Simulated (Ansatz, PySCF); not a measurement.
Dissociation curve of trisilylamine, SMILES [SiH3]N([SiH3])[SiH3]. The Si1–H13 bond (Si1 also carries H, H, N; H13 carries nothing else) is pulled apart rigidly from the PBE0/def2-SVP optimised geometry.

- RKS-PBE0 = restricted PBE0/def2-SVP in Ansatz (a first-principles code)
- RKS-B3LYP/6-31G* = restricted B3LYP/6-31G*, spherical d (PySCF 2.14.0)
- UKS-PBE0 = unrestricted PBE0/def2-SVP in Ansatz

Energies relative to the lowest point of each curve near equilibrium, in mEh:

```
R / Å  RKS-PBE0  RKS-B3LYP/6-31G*
-----  --------  ----------------
1.21       41.0              39.7
1.32       12.9              11.9
1.41        2.6               2.2
1.43        1.5               1.1
1.49        0.0               0.0
1.59        2.7               3.1
1.69        9.7              10.5
1.79       19.4              20.4
1.96       39.1              39.9
3.16      158.9             155.3
3.64      185.2             180.3
4.33      208.3             202.2
```

Question: Predict the corresponding UKS-PBE0 column.

Answer: 1.21: 41.0; 1.32: 12.9; 1.41: 2.6; 1.43: 1.5; 1.49: 0.0; 1.59: 2.7; 1.69: 9.7; 1.79: 19.4; 1.96: 39.1; 3.16: 138.5; 3.64: 144.0; 4.33: 145.8 (mEh).

The restricted form behind RKS-PBE0, RKS-B3LYP/6-31G* keeps the bonding electrons paired and can't separate into open-shell fragments. The unrestricted determinant behind UKS-PBE0 is spin-contaminated at 2.78 to 4.33 Å (<S²> up to 1.0, against 0.00 for a pure singlet).
